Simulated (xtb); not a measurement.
xtb input (GFN2-xTB):

```bash
xtb mol.xyz --gfn 2 --sp --chrg 1 --uhf 0
```
mol.xyz:
```
3

In     0.00000000     0.00000000     0.00000000
I      0.00000000     0.00000000     2.56752916
I     -0.00000000    -0.00000000    -2.56752916
```

Output:

```
           -------------------------------------------------
          |                Calculation Setup                |
           -------------------------------------------------

           -------------------------------------------------
          |                 G F N 2 - x T B                 |
           -------------------------------------------------

        Reference                      10.1021/acs.jctc.8b01176
      * Hamiltonian:
        H0-scaling (s, p, d)           1.850000    2.230000    2.230000
        zeta-weighting                 0.500000
      * Dispersion:
        s8                             2.700000
        a1                             0.520000
        a2                             5.000000
        s9                             5.000000
      * Repulsion:
        kExp                           1.500000    1.000000
        rExp                           1.000000
      * Coulomb:
        alpha                          2.000000
        third order                    shell-resolved
        anisotropic                    true
        a3                             3.000000
        a5                             4.000000
        cn-shift                       1.200000
        cn-exp                         4.000000
        max-rad                        5.000000

          ...................................................
          :                      SETUP                      :
          :.................................................:
          :  # basis functions                  30          :
          :  # atomic orbitals                  27          :
          :  # shells                            9          :
          :  # electrons                        16          :
          :  max. iterations                   250          :
          :  Hamiltonian                  GFN2-xTB          :
          :  restarted?                      false          :
          :  GBSA solvation                  false          :
          :  PC potential                    false          :
          :  electronic temp.          300.0000000     K    :
          :  accuracy                    1.0000000          :
          :  -> integral cutoff          0.2500000E+02      :
          :  -> integral neglect         0.1000000E-07      :
          :  -> SCF convergence          0.1000000E-05 Eh   :
          :  -> wf. convergence          0.1000000E-03 e    :
          :  Broyden damping             0.4000000          :
          :  net charge                          1          :
          :  unpaired electrons                  0          :
          ...................................................

 iter      E             dE          RMSdq      gap      omega  full diag
   1     -8.4866612 -0.848666E+01  0.588E+01    2.47       0.0  T
   2     -8.4937166 -0.705540E-02  0.289E+01    2.51       1.0  T
   3     -8.4895519  0.416471E-02  0.183E+01    2.29       1.0  T
   4     -8.4949110 -0.535910E-02  0.104E+01    2.32       1.0  T
   5     -8.4972176 -0.230662E-02  0.158E+00    2.39       1.0  T
   6     -8.4972637 -0.460255E-04  0.559E-01    2.37       1.0  T
   7     -8.4972856 -0.219290E-04  0.412E-02    2.37       1.4  T
   8     -8.4972857 -0.133479E-06  0.350E-02    2.37       1.6  T
   9     -8.4972858 -0.627219E-07  0.962E-03    2.37       6.0  T
  10     -8.4972858 -0.194559E-08  0.166E-03    2.37      34.8  T
  11     -8.4972858 -0.746425E-10  0.461E-04    2.37     125.2  T
  12     -8.4972858 -0.362377E-12  0.113E-05    2.37    5126.2  T

   *** convergence criteria satisfied after 12 iterations ***

         #    Occupation            Energy/Eh            Energy/eV
      -------------------------------------------------------------
         1        2.0000           -0.9724965             -26.4630
         2        2.0000           -0.9717531             -26.4427
         3        2.0000           -0.8064711             -21.9452
         4        2.0000           -0.6798787             -18.5004
         5        2.0000           -0.6586761             -17.9235
         6        2.0000           -0.6586761             -17.9235
         7        2.0000           -0.6545386             -17.8109
         8        2.0000           -0.6545386             -17.8109 (HOMO)
         9                         -0.5675242             -15.4431 (LUMO)
        10                         -0.3887733             -10.5791
        11                         -0.3887733             -10.5791
        12                         -0.2923174              -7.9544
        13                         -0.2923174              -7.9544
       ...                                ...                  ...
        27                          1.4381119              39.1330
      -------------------------------------------------------------
                  HL-Gap            0.0870145 Eh            2.3678 eV
             Fermi-level           -0.6110314 Eh          -16.6270 eV

 SCC (total)                   0 d,  0 h,  0 min,  0.010 sec
 SCC setup                      ...        0 min,  0.000 sec (  2.440%)
 Dispersion                     ...        0 min,  0.000 sec (  0.411%)
 classical contributions        ...        0 min,  0.000 sec (  0.251%)
 integral evaluation            ...        0 min,  0.002 sec ( 19.616%)
 iterations                     ...        0 min,  0.005 sec ( 47.387%)
 molecular gradient             ...        0 min,  0.003 sec ( 26.173%)
 printout                       ...        0 min,  0.000 sec (  3.370%)

         :::::::::::::::::::::::::::::::::::::::::::::::::::::
         ::                     SUMMARY                     ::
         :::::::::::::::::::::::::::::::::::::::::::::::::::::
         :: total energy              -8.466875153729 Eh    ::
         :: gradient norm              0.056480559082 Eh/a0 ::
         :: HOMO-LUMO gap              2.367784436915 eV    ::
         ::.................................................::
         :: SCC energy                -8.497285984138 Eh    ::
         :: -> isotropic ES            0.118219088104 Eh    ::
         :: -> anisotropic ES          0.003228660633 Eh    ::
         :: -> anisotropic XC         -0.002071273422 Eh    ::
         :: -> dispersion             -0.002526044647 Eh    ::
         :: repulsion energy           0.030410830409 Eh    ::
         :: add. restraining           0.000000000000 Eh    ::
         :: total charge               1.000000000000 e     ::
         :::::::::::::::::::::::::::::::::::::::::::::::::::::

           -------------------------------------------------
          |                Property Printout                |
           -------------------------------------------------

    * Orbital Energies and Occupations

         #    Occupation            Energy/Eh            Energy/eV
      -------------------------------------------------------------
         1        2.0000           -0.9724965             -26.4630
         2        2.0000           -0.9717531             -26.4427
         3        2.0000           -0.8064711             -21.9452
         4        2.0000           -0.6798787             -18.5004
         5        2.0000           -0.6586761             -17.9235
         6        2.0000           -0.6586761             -17.9235
         7        2.0000           -0.6545386             -17.8109
         8        2.0000           -0.6545386             -17.8109 (HOMO)
         9                         -0.5675242             -15.4431 (LUMO)
        10                         -0.3887733             -10.5791
        11                         -0.3887733             -10.5791
        12                         -0.2923174              -7.9544
        13                         -0.2923174              -7.9544
Note: The following floating-point exceptions are signalling: IEEE_DENORMAL
normal termination of xtb
        14                         -0.2601563              -7.0792
        15                         -0.2517997              -6.8518
        16                         -0.2517997              -6.8518
        17                         -0.2294321              -6.2432
        18                         -0.2294321              -6.2432
        19                         -0.1998853              -5.4392
       ...                                ...                  ...
        27                          1.4381119              39.1330
      -------------------------------------------------------------
                  HL-Gap            0.0870145 Eh            2.3678 eV
             Fermi-level           -0.6110314 Eh          -16.6270 eV

     #   Z          covCN         q      C6AA      α(0)
     1  49 In       1.709     0.482   355.601    42.139
     2  53 I        0.854     0.259   353.346    32.450
     3  53 I        0.854     0.259   353.346    32.450

 Mol. C6AA /au·bohr⁶  :       3159.614780
 Mol. C8AA /au·bohr⁸  :     344471.761276
 Mol. α(0) /au        :        107.038859

Wiberg/Mayer (AO) data.
largest (>0.10) Wiberg bond orders for each atom

 ---------------------------------------------------------------------------
     #   Z sym  total        # sym  WBO       # sym  WBO       # sym  WBO
 ---------------------------------------------------------------------------
     1  49 In   2.384 --     2 I    1.192     3 I    1.192
     2  53 I    1.649 --     1 In   1.192     3 I    0.457
     3  53 I    1.649 --     1 In   1.192     2 I    0.457
 ---------------------------------------------------------------------------

Topologies differ in total number of bonds
Writing topology from bond orders to xtbtopo.mol

molecular dipole:
                 x           y           z       tot (Debye)
 q only:        0.000       0.000       0.000
   full:       -0.000      -0.000       0.000       0.000
molecular quadrupole (traceless):
                xx          xy          yy          xz          yz          zz
 q only:       -6.097       0.000      -6.097       0.000       0.000      12.195
  q+dip:       -0.104       0.000      -0.104       0.000       0.000       0.207
   full:        2.496      -0.000       2.496       0.000       0.000      -4.991

           -------------------------------------------------
          | TOTAL ENERGY               -8.466875153729 Eh   |
          | GRADIENT NORM               0.056480559082 Eh/α |
          | HOMO-LUMO GAP               2.367784436915 eV   |
           -------------------------------------------------

------------------------------------------------------------------------
------------------------------------------------------------------------
 total:
 SCF:
```

It need not be the lowest isomer of its formula.
